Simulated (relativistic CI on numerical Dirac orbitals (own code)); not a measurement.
One change at a time: Xe³⁹⁺

Base calculation: Dirac-Coulomb-Breit CI, separate exchange-only KLI orbitals for each configuration, model QED, unscaled Slater integrals.

CI space (outside the closed core [Ne]): 3s2 3p3, 3s 3p4, 3s2 3p2 3d, 3p5, 3s 3p3 3d, 3p4 3d, 3s 3p2 3d2, 3s2 3p 3d 4p, 3p4 4s, 3s 3p2 3d 4s, 3p4 4p, 3s2 3p2 4s, 3s2 3p 3d2, 3s2 3d3, 3s 3p 3d3, 3s2 3d2 4s, 3p3 3d2, 3p2 3d3, 3p2 3d2 4s, 3s2 3p 3d 4s, 3s 3p 3d2 4s, 3s2 3d 4s2, 3s 3p2 3d 4p, 3s 3p 3d2 4p, 3p2 3d2 4p, 3s 3p 3d 4s 4p. Double excitations out of closed p, d and f shells are left out; levels of such configurations are missing from the list, as are those of other unlisted configurations, and high levels can miss mixing partners.

Variants: (1) P86 correlation estimate; (2) only the first configuration; (3) one mean potential for all configurations. Shifts of the energy above 3s2 3p3 2P°_3/2, in cm⁻¹, for the lowest level and the first level of each name with at least 55 % of one term (blank where a level changes its place among those of its configuration and J or its character, or is not in the variant):

```
            Level     Base   Δ(1)    Δ(2)  Δ(3)
  3s2 3p3 2P°_3/2        0      0       0     0
  3s2 3p3 2D°_5/2   639904    +11   +2691   +97
  3s2 3p3 2P°_1/2   721712    +20  +11017   +66
3s2 3p2 3d 4D_1/2  1807319  +2307           -95
```

At this charge energies of transitions that change n are usually good to better than 1 %, and those within a shell (Δn = 0) to a few per cent.

Ionisation energy from the two ground configurations alone: base 2810.67 eV; P86 correlation estimate 2812.42 eV. The NIST ASD value (theoretical) is 2811 eV.

LS names give the leading component of a level, which can be under half, so a name can repeat, a term be missing and a line seem to break the LS rules.
